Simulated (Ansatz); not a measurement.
The cluster Mg4H6. The state is a singlet with charge 0. Geometry r2SCAN-D4/def2-SVP.

```csv
atom,x (Å),y (Å),z (Å)
Mg1,-0.161,-0.459,1.361
Mg2,2.544,-1.462,0.540
Mg3,1.416,0.748,-0.742
Mg4,-1.533,0.529,-1.003
H5,-2.835,0.326,-2.096
H6,1.054,-1.771,1.813
H7,0.081,-0.729,-0.556
H8,1.176,0.817,1.137
H9,-1.754,0.319,0.944
H10,0.013,1.683,-1.399
```

The restricted singlet is unstable towards broken spin symmetry in Hartree–Fock (as tested in another run); at HF/STO-3G, HF/6-31G, r2SCAN-D4/def2-TZVPD, PBE0-D4/def2-TZVP and others this wasn't settled. The structure comes from a short search, and lower isomers may exist.

Estimate the orbital energies around the gap (eV) in Ansatz with HF/STO-3G, HF/6-31G, r2SCAN-D4/def2-TZVPD, PBE0-D4/def2-TZVP, r2SCAN0-D4/def2-TZVP.


| orbital | HF/STO-3G | HF/6-31G | r2SCAN-D4/def2-TZVPD | PBE0-D4/def2-TZVP | r2SCAN0-D4/def2-TZVP |
| --- | --- | --- | --- | --- | --- |
| HOMO−13 | -56.15 | -62.87 | -48.43 | -51.11 | -52.18 |
| HOMO−12 | -56.01 | -62.84 | -48.37 | -50.96 | -52.06 |
| HOMO−11 | -55.99 | -62.81 | -48.33 | -50.93 | -52.03 |
| HOMO−10 | -55.96 | -62.78 | -48.24 | -50.85 | -51.95 |
| HOMO−9 | -54.08 | -62.20 | -47.76 | -50.36 | -51.43 |
| HOMO−8 | -54.06 | -62.19 | -47.69 | -50.31 | -51.37 |
| HOMO−7 | -54.06 | -62.18 | -47.59 | -50.24 | -51.29 |
| HOMO−6 | -11.84 | -15.97 | -10.70 | -11.86 | -12.10 |
| HOMO−5 | -8.73 | -12.96 | -8.58 | -9.58 | -9.78 |
| HOMO−4 | -7.98 | -11.95 | -7.84 | -8.77 | -8.97 |
| HOMO−3 | -6.62 | -11.24 | -7.34 | -8.19 | -8.41 |
| HOMO−2 | -6.13 | -10.89 | -7.05 | -7.88 | -8.10 |
| HOMO−1 | -5.72 | -9.58 | -5.77 | -6.69 | -6.83 |
| HOMO | -1.16 | -6.66 | -4.65 | -5.26 | -5.28 |
| LUMO | 7.50 | -0.02 | -2.61 | -2.21 | -2.10 |
| LUMO+1 | 10.49 | 1.09 | -1.35 | -1.06 | -0.84 |
| LUMO+2 | 12.52 | 1.27 | -1.31 | -0.87 | -0.77 |
| LUMO+3 | 13.61 | 1.60 | -0.90 | -0.56 | -0.36 |
| LUMO+4 | 14.57 | 2.02 | -0.46 | -0.10 | 0.10 |
| LUMO+5 | 15.00 | 2.46 | -0.05 | 0.32 | 0.54 |
